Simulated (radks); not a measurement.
Values are calculated unless marked as measured or tabulated.
Problem. Species: Hg+. Configuration: [Xe] 4f14 5d9.5 6s1.5 (fractional occupations, a model configuration). Code: a radial shooting solver on a logarithmic mesh with Libxc functionals. Model: scalar-relativistic Kohn-Sham, PBE, spin-polarised, spherical densities, point nucleus; open shells are filled with parallel spins first (spin-orbit coupling, left out, can overturn this in heavy ions). Some entries of the table are withheld. Estimate them.

orbital  occ.  eigenvalue (eV)  <r> (bohr)  <r^2> (bohr^2)
1s up       1        -83199.12     0.01658       0.0003805
1s down     1        -83199.11     0.01658       0.0003805
2s up       1        -14754.28     0.06991        0.005793
2s down     1        -14754.24     0.06991        0.005793
2p up       3        -12721.96     0.06328        0.004898
2p down     3        -12721.92     0.06328        0.004898
3s up       1        -3509.550      0.1806         0.03732
3s down     1        -3509.529      0.1806         0.03732
3p up       3        -2922.510      0.1821         0.03848
3p down     3        -2922.487      0.1821         0.03848
3d up       5        -2305.642      0.1650         0.03187
3d down     5        -2305.608      0.1650         0.03187
4s up       1        -780.1798      0.3992          0.1798
4s down     1        -780.1319      0.3992          0.1798
4p up       3        -587.7637      0.4254          0.2057
4p down     3        -587.7172      0.4254          0.2057
4d up       5        -359.6699      0.4489          0.2327
4d down     5        -359.6156      0.4489          0.2327
5s up       1        -129.1525      0.9011          0.9106
5s down     1        -128.8796      0.9006          0.9095
4f up       7        -106.8174      0.4825          0.2810
4f down     7        -106.7461      0.4824          0.2808
5p up       3         -77.4428       1.038             (1)
5p down     3         -77.1006       1.037             (2)
5d up       5         -20.3626       1.453           2.485
5d down   4.5         -19.8763       1.450           2.475
6s up       1         -15.5806       2.469           6.898
6s down   0.5         -15.0127       2.484           6.994

Solution. 
(1) 5p up <r^2> (bohr^2): 1.218
(2) 5p down <r^2> (bohr^2): 1.215
